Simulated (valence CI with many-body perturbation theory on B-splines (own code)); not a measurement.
## Energy levels of Mo⁹⁺

Calculated by configuration interaction combined with many-body perturbation theory (CI+MBPT): five valence electrons over a frozen Dirac-Fock core [Ar] 3d10, radial functions for each j: 11 s, 11 p, 10 d, 8 f, 5 g, 2 h, with the one-electron correlation potential Σ1 (screened to all orders), the two-electron term Σ2, the three-electron term Σ3, Breit, model QED; selected single and double excitations, second order for the rest, scaled by the run's own slope (own B-spline code, finite nucleus).

No measured levels were compared; by estimate levels hold to about 250 cm⁻¹ or 0.2 % of their energy and the worst to 1 %, as in measured heavy ions of charge 2 to 7; those with d or f electrons hold less well. Among the levels kept, up to 2800 cm⁻¹ of a level comes from second order outside the variational space, and about a tenth of that is noise between levels of different J, which matters for small intervals.

Levels 1 to 45 of 177, with energies above the lowest level, 4s2 4p3 4S°_3/2. "Leading %" is the weight of the configuration and term that name the level; weights of strongly mixed levels are sums over their largest components and can fall short.

```tsv
No.	Configuration	Term	J	E (eV)	Leading %	g	Second component
1	4s2 4p3	4S°	3/2	0.000	82	1.877	12 % 4s2 4p3 2P°
2	4s2 4p3	2D°	3/2	3.350	72	1.006	14 % 4s2 4p3 2P°
3	4s2 4p3	2D°	5/2	4.421	97	1.200	
4	4s2 4p3	2P°	1/2	6.886	97	0.665	
5	4s2 4p3	2P°	3/2	8.769	70	1.252	21 % 4s2 4p3 2D°
6	4s 4p4	4P	5/2	27.870	88	1.582	6 % 4s2 4p2 4d 4P
7	4s 4p4	4P	3/2	29.722	88	1.709	6 % 4s2 4p2 4d 4P
8	4s 4p4	4P	1/2	30.289	86	2.628	6 % 4s2 4p2 4d 4P
9	4s 4p4	2D	3/2	34.293	77	0.855	11 % 4s2 4p2 4d 2D
10	4s 4p4	2D	5/2	34.907	80	1.218	11 % 4s2 4p2 4d 2D
11	4s 4p4	2S	1/2	39.021	53	1.552	26 % 4s 4p4 2P
12	4s 4p4	2P	3/2	39.495	61	1.300	29 % 4s2 4p2 4d 2P
13	4s 4p4	2P	1/2	42.374	39	1.139	28 % 4s 4p4 2S
14	4s2 4p2 4d	4F	3/2	43.752	82	0.501	8 % 4s2 4p2 4d 4D
15	4s2 4p2 4d	4F	5/2	44.529	73	1.098	18 % 4s2 4p2 4d 4D
16	4s2 4p2 4d	4F	7/2	45.766	83	1.255	12 % 4s2 4p2 4d 4D
17	4s2 4p2 4d	2F	5/2	45.792	70	0.961	14 % 4s2 4p2 4d 4D
18	4s2 4p2 4d	4D	1/2	46.356	92	0.041	
19	4s2 4p2 4d	4D	3/2	46.538	80	1.124	10 % 4s2 4p2 4d 4F
20	4s2 4p2 4d	2F	7/2	46.558	49	1.251	39 % 4s2 4p2 4d 4D
21	4s2 4p2 4d	4F	9/2	46.920	85	1.305	12 % 4s2 4p2 4d 2G
22	4s2 4p2 4d	4D	5/2	47.515	58	1.207	25 % 4s2 4p2 4d 2F
23	4s2 4p2 4d	4D	7/2	49.333	43	1.248	34 % 4s2 4p2 4d 2F
24	4s2 4p2 4d	2P	3/2	49.735	60	1.286	24 % 4s 4p4 2P
25	4s2 4p2 4d	2G	7/2	50.795	78	0.946	14 % 4s2 4p2 4d 2F
26	4s2 4p2 4d	2G	9/2	51.500	84	1.139	12 % 4s2 4p2 4d 4F
27	4s2 4p2 4d	4P	5/2	51.740	77	1.546	6 % 4s2 4p2 4d 2D
28	4s2 4p2 4d	2P	1/2	51.938	54	1.113	16 % 4s 4p4 2P
29	4s2 4p2 4d	4P	3/2	52.203	59	1.476	16 % 4s2 4p2 4d 2D
30	4s2 4p2 4d	4P	1/2	52.929	64	2.114	16 % 4s2 4p2 4d 2P
31	4s2 4p2 4d	2D	3/2	53.126	66	1.028	20 % 4s2 4p2 4d 4P
32	4s2 4p2 4d	2D	5/2	54.599	80	1.212	7 % 4s 4p4 2D
33	4s2 4p2 4d	2D	3/2	55.465	75	0.881	10 % 4s 4p4 2D
34	4s2 4p2 4d	2D	5/2	56.035	87	1.190	
35	4s2 4p2 4d	2P	1/2	56.218	78	0.892	14 % 4s2 4p2 4d 2S
36	4s2 4p2 4d	2F	5/2	56.909	62	0.992	25 % 4s2 4p2 4d 2D
37	4s2 4p2 4d	2S	1/2	57.953	63	1.857	9 % 4s 4p4 2S
38	4s2 4p2 4d	2P	3/2	58.045	79	1.289	9 % 4s2 4p2 4d 2D
39	4s2 4p2 4d	2F	7/2	58.131	94	1.139	
40	4s2 4p2 4d	2D	3/2	60.490	92	0.817	
41	4s2 4p2 4d	2D	5/2	60.701	64	1.108	28 % 4s2 4p2 4d 2F
42	4p5	2P°	3/2	64.200	69	1.333	24 % 4s 4p3 4d 2P°
43	4s 4p3 4d	6D°	1/2	66.498	95	3.293	
44	4s 4p3 4d	6D°	3/2	66.560	96	1.853	
45	4s 4p3 4d	6D°	5/2	66.633	94	1.643
```

Names give the largest LS component (configuration and term), which can be under half, so a name can repeat, a term be missing and a line seem to break the LS rules; names also repeat where a configuration has a term twice.

The ionisation energy to 4s2 4p2 3P_0 of the next ion comes out as 186.03 eV (NIST: 186.3 ± 1.2 eV (semi-empirical)). All 177 levels together are meant to be complete up to 98.091 eV.
